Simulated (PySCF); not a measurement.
**Aluminium: a sound run and one with changed settings**

Sound run: Al⁺ [Ne] 3s2, Al²⁺ [Ne] 3s1. Calculation: PySCF 2.14, in def2-TZVP (5s5p2d1f, 37 functions); no relativity, point nucleus. In the sound run the correlated levels freeze [Ne]. The sound run starts from symmetry-adapted Hartree-Fock orbitals and uses a fine grid where one is needed.

Changed run: scalar relativity by spin-free X2C-1e. This setting is unsound on purpose.

```
species   method  sound run (hartree)  changed run (hartree)  converged
    Al⁺      UHF           -241.66873             -242.06466        yes
    Al⁺      PBE           -242.00477             -242.40167        yes
    Al⁺    M06-L           -242.13213             -242.52849        yes
    Al⁺      MP2           -241.69600             -242.09192        yes
    Al⁺  CCSD(T)           -241.70808             -242.10396        yes
   Al²⁺      UHF           -241.02454             -241.41934        yes
   Al²⁺      PBE           -241.31442             -241.71007        yes
   Al²⁺    M06-L           -241.44542             -241.84056        yes
```

Ionisation energy of Al⁺:

| method | sound run (eV) | changed run (eV) |
| --- | --- | --- |
| UHF | 17.529 | 17.560 |
| PBE | 18.785 | 18.819 |
| M06-L | 18.686 | 18.720 |
| MP2 | 18.271 | 18.302 |
| SCS-MP2 | 18.420 | 18.450 |
| CCSD | 18.600 | 18.629 |
| CCSD(T) | 18.600 | 18.629 |
| CCSDT | 18.600 | 18.629 |
| FCI | 18.600 | 18.629 |

Most of the change in total energy is the relativistic energy itself. On top of that the contraction fixes the core shape for the Hamiltonian it was made with, so the changed run is not a good calculation with the other Hamiltonian either.

For comparison, NIST gives 18.829 eV between the lowest levels.
